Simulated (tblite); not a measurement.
Compound: C3H9GeN.
Atom-mapped SMILES: `[CH2:1]=[C:2]([CH3:3])[GeH2:4][NH2:5]` (hydrogens: H6, H7 on C1; H8, H9, H10 on C3; H11, H12 on Ge4; H13, H14 on N5)

Computed with GFN2-xTB (tblite), gas phase: L-BFGS steps from a force-field or distance-geometry start until the largest atomic force falls under 0.01 eV/Å.

At the end of the run (lengths in Å): Ge4–H11 1.505, N5–H13 1.011, C2–Ge4 1.962, Ge4–N5 1.820, C3–H9 1.089, N5–H14 1.010, Ge4–H12 1.520, C2–Ge4–N5 106.9°, C3–C2–Ge4 115.9°, C1–C2–Ge4 121.4°, C1–C2–C3 122.7°, C1–C2–Ge4–N5 -125°, H11–Ge4–N5–H13 178°, H13–N5–Ge4–C2 57°.

**Question.** These geometries were met on the way; a selection of coordinates is given. Order them by energy above the end point, lowest first.
A. Ge4–H11 1.497, N5–H13 1.012, C2–Ge4 1.984, Ge4–N5 1.824, C3–H9 1.081, N5–H14 1.008, Ge4–H12 1.532, C2–Ge4–N5 106.5°, C3–C2–Ge4 116.1°, C1–C2–Ge4 120.6°, C1–C2–C3 123.3°, C1–C2–Ge4–N5 -169°, H11–Ge4–N5–H13 -155°, H13–N5–Ge4–C2 82°
B. Ge4–H11 1.524, N5–H13 1.004, C2–Ge4 1.963, Ge4–N5 1.857, C3–H9 1.079, N5–H14 1.010, Ge4–H12 1.529, C2–Ge4–N5 113.7°, C3–C2–Ge4 122.4°, C1–C2–Ge4 116.2°, C1–C2–C3 121.4°, C1–C2–Ge4–N5 -173°, H11–Ge4–N5–H13 -123°, H13–N5–Ge4–C2 116°
C. Ge4–H11 1.514, N5–H13 1.009, C2–Ge4 1.982, Ge4–N5 1.829, C3–H9 1.092, N5–H14 1.010, Ge4–H12 1.515, C2–Ge4–N5 113.6°, C3–C2–Ge4 121.5°, C1–C2–Ge4 116.6°, C1–C2–C3 122.0°, C1–C2–Ge4–N5 -172°, H11–Ge4–N5–H13 -127°, H13–N5–Ge4–C2 111°
D. Ge4–H11 1.506, N5–H13 1.009, C2–Ge4 1.970, Ge4–N5 1.815, C3–H9 1.088, N5–H14 1.011, Ge4–H12 1.521, C2–Ge4–N5 107.6°, C3–C2–Ge4 116.8°, C1–C2–Ge4 120.8°, C1–C2–C3 122.4°, C1–C2–Ge4–N5 -167°, H11–Ge4–N5–H13 -177°, H13–N5–Ge4–C2 62°
E. Ge4–H11 1.556, N5–H13 1.059, C2–Ge4 1.916, Ge4–N5 1.855, C3–H9 1.119, N5–H14 1.040, Ge4–H12 1.550, C2–Ge4–N5 114.1°, C3–C2–Ge4 121.4°, C1–C2–Ge4 118.8°, C1–C2–C3 119.8°, C1–C2–Ge4–N5 -173°, H11–Ge4–N5–H13 -121°, H13–N5–Ge4–C2 118°

**Answer.** D (0.044 eV), A (0.074 eV), C (0.128 eV), B (0.210 eV), E (0.378 eV).

| step | E above end (eV) | rms distance from the end, all atoms (Å) | largest force (eV/Å) | rms shift of all bonds from the end (Å) |
| --- | --- | --- | --- | --- |
| 58 | 0.044 | 0.547 | 0.117 | 0.003 |
| 48 | 0.074 | 0.591 | 0.392 | 0.008 |
| 16 | 0.128 | 0.687 | 0.133 | 0.007 |
| 2 | 0.210 | 0.696 | 0.662 | 0.012 |
| 0 | 0.378 | 0.699 | 1.810 | 0.030 |

Rows stand in the order of the answer.
